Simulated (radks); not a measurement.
Question: The hafnium ion Hf+, 71 electrons, occupied as [Xe] 4f14 5d1 6s2. Method: scalar-relativistic Kohn-Sham, BLYP, spin-polarised, spherical densities, finite nucleus; open shells are filled with parallel spins first (spin-orbit coupling, left out, can overturn this in heavy ions); Fermi nuclear charge, rms radius 5.347 fm; computed with a radial shooting solver on a logarithmic mesh with Libxc functionals. Some entries of the table are withheld. Estimate them.

orbital  occ.  eigenvalue (hartree)  r(max) (bohr)
1s down     1             -2399.046        0.01190
1s up       1             -2399.046        0.01190
2s up       1             -410.5892        0.06807
2s down     1             -410.5879        0.06807
2p up       3             -360.6594        0.05566
2p down     3             -360.6584        0.05566
3s up       1             -93.80312         0.1922
3s down     1             -93.80297         0.1922
3p up       3             -78.88140         0.1898
3p down     3             -78.88119         0.1898
3d up       5             -61.19437         0.1546
3d down     5             -61.19370         0.1546
4s up       1             -19.15531         0.4373
4s down     1             -19.15447         0.4373
4p up       3             -14.25851         0.4581
4p down     3             -14.25773         0.4581
4d up       5              -7.92543         0.4709
4d down     5              -7.92444         0.4709
5s up       1              -2.80161          1.015
5s down     1              -2.78878          1.014
5p up       3              -1.64355          1.158
5p down     3              -1.62618          1.155
4f up       7              -0.95220         0.4544
4f down     7              -0.94888         0.4543
6s up       1              -0.43850          2.708
6s down     1              -0.42487          2.730
5d up       1              -0.39755          1.639
5d down     0              -0.37735          1.637
6p up       0              -0.25398            (1)
6p down     0              -0.24660            (2)

Answer: 
(1) 6p up r(max) (bohr): 3.490
(2) 6p down r(max) (bohr): 3.543
